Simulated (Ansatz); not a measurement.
The same path of C3H6OSi (11 atoms, charge 0, multiplicity 1) was run twice with different band settings. The coordinate that changes most is the dihedral H8–C1–O2–C3.

Method: RKS r2SCAN-D4/6-31G* in Ansatz.

Relaxed end points:

```xyz
11
Properties=species:S:1:pos:R:3
C -1.578 -1.010 -0.477
O -0.831 -0.790 0.725
C 0.234 0.008 0.576
C 1.192 0.483 1.385
Si 1.406 1.077 -0.325
H -2.400 -1.674 -0.202
H -0.950 -1.486 -1.240
H -1.974 -0.063 -0.863
H 1.469 0.410 2.433
H 1.056 2.464 -0.745
H 2.441 0.523 -1.245
```

```xyz
11
Properties=species:S:1:pos:R:3
C -1.524 -1.079 -0.501
O -0.718 -0.935 0.674
C 0.270 -0.038 0.559
C 1.241 0.421 1.362
Si 1.294 1.221 -0.274
H -2.017 -0.130 -0.749
H -2.273 -1.836 -0.260
H -0.914 -1.411 -1.350
H 1.590 0.252 2.377
H 0.812 2.613 -0.505
H 2.305 0.865 -1.311
```

Common settings: movable images 9; climbing image yes; optimiser quadratic models (default); start path through a guess of the saddle point; force threshold 0.05 eV/Å; iteration limit 60; end points relaxed.

| run | spring |
| --- | --- |
| 1 | 5.0 eV/Å² |
| 2 | 50.0 eV/Å² |

Q: What does each run give, and how far can it be trusted?

A: Run 1: converged after 17 iterations, highest image 0.034 eV above the first end. A vibrational analysis at the climbing image gives one clearly imaginary mode, 121i cm⁻¹: a first-order saddle point.
Run 2: converged after 18 iterations, highest image 0.034 eV above the first end. Another band between the same ends (9 images) ends at a top of the same energy, where a vibrational analysis finds 1 clearly imaginary mode.
